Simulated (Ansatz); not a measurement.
Relaxation of CH5AlF2Se (10 atoms, charge 0, multiplicity 1), to a largest force component of 0.03 eV/Å in at most 50 steps.

Computed with RKS PBE0-D4/def2-SVP (Ansatz 0.2.0).

```xyz
10
Properties=species:S:1:pos:R:3:forces:R:3
Al -1.623 -0.286 -0.447 0.20 0.04 1.02
C 1.514 0.568 -0.159 0.20 0.07 -0.42
F -1.102 -1.580 -1.336 -0.02 -0.01 0.03
F -2.171 1.062 -1.233 0.00 0.00 0.00
H 0.736 0.404 0.585 -0.19 -0.05 0.30
Se -1.624 -0.353 1.928 -0.26 0.00 -0.92
H 2.297 1.187 0.298 0.02 0.00 -0.01
H 1.933 -0.393 -0.482 0.01 0.00 0.00
H 1.106 1.104 -1.031 0.01 0.00 0.00
H -1.067 -1.713 1.877 0.03 -0.05 0.00
```

Question: Where does it end, and by what steps?

Answer: The forces met the threshold. After 12 steps the energy has fallen by 0.211 eV; F4 moved furthest, 0.58 Å.

| step | energy less start (eV) | largest force component (eV/Å) | accepted |
| --- | --- | --- | --- |
| 0 | 0.0000 | 1.023 | yes |
| 1 | -0.0897 | 0.144 | yes |
| 2 | -0.0836 | 0.600 | no |
| 3 | -0.1009 | 0.263 | yes |
| 4 | -0.1265 | 0.348 | yes |
| 5 | -0.1607 | 0.444 | yes |
| 6 | -0.1838 | 0.349 | yes |
| 7 | -0.1874 | 0.842 | yes |
| 8 | -0.2021 | 0.365 | yes |
| 9 | -0.2026 | 0.141 | yes |
| 10 | -0.2007 | 0.149 | no |
| 11 | -0.2094 | 0.046 | yes |
| 12 | -0.2109 | 0.026 | yes |

```xyz
10
Properties=species:S:1:pos:R:3
Al -1.168 -0.188 -0.288
C 1.334 0.526 -0.268
F -0.677 -1.538 -1.122
F -1.609 1.171 -1.141
H 0.829 0.167 0.650
Se -1.879 -0.378 1.892
H 2.077 1.256 0.077
H 1.814 -0.316 -0.781
H 0.662 1.062 -0.958
H -1.382 -1.763 1.938
```

The run took 53 s on 2 threads of Arm Neoverse V1 (shared host), peak memory 0.29 GiB.
